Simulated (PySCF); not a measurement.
## Bond length, frequency and bond energy of ZnCd by level of theory

State: ¹Σ⁺ (singlet), closed shell. Set-up: Zn def2-SVP, Cd def2-SVP with ECP28; scalar-relativistic core potentials (PySCF 2.14). De refers to Zn + Cd in their ground configurations, without counterpoise correction. A positive dipole means Zn(−)Cd(+). Levels whose curve was spin-contaminated or gave no clean fit are not listed.

```json
{"Level": "PBE", "Re (Å)": "3.147", "ωe (cm⁻¹)": "54.6", "De (eV)": "0.104", "μ (D)": "-0.23"}
{"Level": "TPSS", "Re (Å)": "3.083", "ωe (cm⁻¹)": "60.0", "De (eV)": "0.099", "μ (D)": "-0.22"}
{"Level": "r²SCAN", "Re (Å)": "3.024", "ωe (cm⁻¹)": "68.2", "De (eV)": "0.115", "μ (D)": "-0.22"}
{"Level": "r²SCANh", "Re (Å)": "3.098", "ωe (cm⁻¹)": "59.3", "De (eV)": "0.091", "μ (D)": "-0.20"}
{"Level": "PBE0", "Re (Å)": "3.317", "ωe (cm⁻¹)": "41.4", "De (eV)": "0.068", "μ (D)": "-0.17"}
{"Level": "LC-ωPBE", "Re (Å)": "3.586", "ωe (cm⁻¹)": "24.0", "De (eV)": "0.029", "μ (D)": "-0.11"}
```

(1) What does a quarter of exact exchange do here, going from PBE to PBE0?

(2) What does the step from GGA to meta-GGA do here, going from PBE to r²SCAN?

Closed-shell solutions of metal pairs were not tested for spin polarisation, which can lower them a little. The bond is weak. Basis-set superposition, not corrected here, can be much of De in a small basis, most of all at correlated wavefunction levels. Functionals without a dispersion term scatter widely for such bonds, and LDA overbinds them.

Results:

(1) PBE0 less PBE: +17.0 pm in Re, -24.2 % in ωe, -0.04 eV in De. Exact exchange removes part of the self-interaction that spreads semilocal densities, and in most molecules shortens and stiffens the bond and lowers De; here Re and ωe go the other way.

(2) r²SCAN less PBE: -12.3 pm in Re, +24.9 % in ωe, +0.01 eV in De.
